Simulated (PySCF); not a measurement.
Isomers of C5H6F2O, mass 120.039 u with the commonest isotopes. Method: CAM-B3LYP/def2-SVPD in PySCF (dipole) on a GFN2-xTB geometry, gas phase. One conformer each, none proved a minimum here; rigid rotors.

Question: Order these by rotational constant B, smallest first.
A. `[F:1][C:2]1=[CH:3][C@@H:4]([F:5])[CH2:6][CH2:7][O:8]1` with C2–C3–C4–F5 -104°, C3–C4–C6–C7 -45°, C4–C6–C7–O8 61°, C6–C7–O8–C2 -44°
B. `[F:1][CH:2]([F:3])[CH2:4][O:5][C:6]1=[CH:7][CH2:8]1` with F1–C2–C4–O5 153°, C2–C4–O5–C6 75°, C4–O5–C6–C7 2°
C. `[CH2:1]=[CH:2]/[CH:3]=[CH:4]/[O:5][CH:6]([F:7])[F:8]` with C1–C2–C3–C4 179°, C3–C4–O5–C6 -10°, C4–O5–C6–F7 -167°
D. `[CH2:1]=[C:2]([F:3])/[C:4]([F:5])=[CH:6]\[O:7][CH3:8]` with C1–C2–C4–F5 0°, C4–C6–O7–C8 180°
E. `[CH3:1][C@@H:2]1[CH2:3][C@@:4]1([F:5])[C:6](=[O:7])[F:8]` with C3–C4–C6–O7 -147°

Answer: C (897.8 MHz), B (1169 MHz), D (1381 MHz), E (1615 MHz), A (1723 MHz).

Question: Order these by radius of gyration √(Σ m r²/M), smallest first.
A. `[F:1][CH:2]([F:3])[CH2:4][O:5][C:6]1=[CH:7][CH2:8]1` with F1–C2–C4–O5 153°, C2–C4–O5–C6 75°, C4–O5–C6–C7 2°
B. `[F:1][C:2]1=[CH:3][C@@H:4]([F:5])[CH2:6][CH2:7][O:8]1` with C2–C3–C4–F5 -104°, C3–C4–C6–C7 -45°, C4–C6–C7–O8 61°, C6–C7–O8–C2 -44°
C. `[F:1][C:2]1=[CH:3][C@H:4]([F:5])[CH2:6][O:7][CH2:8]1` with C2–C3–C4–F5 139°, C3–C4–C6–O7 -50°, C4–C6–O7–C8 66°, C6–O7–C8–C2 -45°
D. `[CH3:1][C@@H:2]1[CH2:3][C@@:4]1([F:5])[C:6](=[O:7])[F:8]` with C3–C4–C6–O7 -147°
E. `[CH2:1]=[CH:2]/[CH:3]=[CH:4]/[O:5][CH:6]([F:7])[F:8]` with C1–C2–C3–C4 179°, C3–C4–O5–C6 -10°, C4–O5–C6–F7 -167°

Answer: B (1.849 Å), D (1.873 Å), C (1.911 Å), A (2.079 Å), E (2.300 Å).

Question: Order these by dipole moment, largest first.
A. `[F:1][CH:2]([F:3])[CH2:4][O:5][C:6]1=[CH:7][CH2:8]1` with F1–C2–C4–O5 153°, C2–C4–O5–C6 75°, C4–O5–C6–C7 2°
B. `[CH3:1][C@@H:2]1[CH2:3][C@@:4]1([F:5])[C:6](=[O:7])[F:8]` with C3–C4–C6–O7 -147°
C. `[F:1][C:2]1=[CH:3][C@@H:4]([F:5])[CH2:6][CH2:7][O:8]1` with C2–C3–C4–F5 -104°, C3–C4–C6–C7 -45°, C4–C6–C7–O8 61°, C6–C7–O8–C2 -44°

Answer: B (4.05 D), C (2.45 D), A (0.75 D).

| SMILES | point group | Ia (u·Å²) | Ib (u·Å²) | Ic (u·Å²) | κ | μa (D) | μb (D) | μc (D) |
| --- | --- | --- | --- | --- | --- | --- | --- | --- |
| FC1=C[C@@H](F)CCO1 | C1 | 143.42 | 293.25 | 384.31 | -0.63 | 1.40 | 1.39 | 1.45 |
| FC(F)COC1=CC1 | C1 | 102.57 | 432.15 | 502.90 | -0.92 | 0.25 | 0.68 | 0.23 |
| C=C/C=C/OC(F)F | C1 | 87.44 | 562.89 | 619.87 | -0.97 | 2.29 | 0.42 | 1.08 |
| C=C(F)/C(F)=C\OC | Cs | 146.34 | 365.96 | 509.08 | -0.68 | 2.25 | 0.84 | 0.00 |
| FC1=C[C@H](F)COC1 | C1 | 156.15 | 294.14 | 426.86 | -0.48 | 0.30 | 0.81 | 0.11 |
| C[C@@H]1C[C@@]1(F)C(=O)F | C1 | 148.31 | 312.85 | 381.08 | -0.72 | 3.43 | 2.06 | 0.61 |
